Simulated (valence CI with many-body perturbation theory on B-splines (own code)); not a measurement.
# S+: fill in the table

Computed by configuration interaction combined with many-body perturbation theory (CI+MBPT): five valence electrons over a frozen Dirac-Fock core [Ne], radial functions for each j: 10 s, 10 p, 9 d, 7 f, 4 g, 2 h, with the one-electron correlation potential Σ1, the two-electron term Σ2, the three-electron term Σ3, Breit, model QED; selected CI, second order for the rest, scaled by the run's own slope (own B-spline code, finite nucleus).

Against 49 measured levels this calculation errs by 60 cm⁻¹ on average and by 187 at most. Among the levels kept, up to 890 cm⁻¹ of a level comes from second order outside the variational space, and about a tenth of that is noise between levels of different J, which matters for small intervals.

| Level | E (cm⁻¹) |
| --- | --- |
| 3s²3p³ ⁴S°_3/2 | 0.0 |
| 3s²3p³ ²D°_3/2 | ? |
| 3s²3p³ ²D°_5/2 | 15003 |
| 3s²3p³ ²P°_1/2 | 24712 |
| 3s²3p³ ²P°_3/2 | 24756 |
| 3s3p⁴ ⁴P_5/2 | 79296 |
| 3s3p⁴ ⁴P_3/2 | 79655 |
| 3s3p⁴ ⁴P_1/2 | ? |
| 3s3p⁴ ²D_3/2 | ? |
| 3s3p⁴ ²D_5/2 | 97903 |
| 3s²3p²3d ²P_3/2 | 105571 |
| 3s²3p²3d ²P_1/2 | 106010 |
| 3s²3p²4s ⁴P_1/2 | 109529 |
| 3s²3p²4s ⁴P_3/2 | 109805 |
| 3s²3p²3d ⁴F_3/2 | ? |
| 3s²3p²4s ⁴P_5/2 | ? |
| 3s²3p²3d ⁴F_5/2 | 110307 |
| 3s²3p²3d ⁴F_7/2 | ? |
| 3s²3p²3d ⁴F_9/2 | 110745 |
| 3s²3p²4s ²P_1/2 | 112914 |

Names give the largest LS component (configuration and term), which can be under half, so a name can repeat, a term be missing and a line seem to break the LS rules; names also repeat where a configuration has a term twice.

(1) The levels stand in rising order. What does the calculation give for the missing energies?

Results:

(1) 3s²3p³ ²D°_3/2 14975; 3s3p⁴ ⁴P_1/2 79856; 3s3p⁴ ²D_3/2 97875; 3s²3p²3d ⁴F_3/2 110170; 3s²3p²4s ⁴P_5/2 110241; 3s²3p²3d ⁴F_7/2 110494.
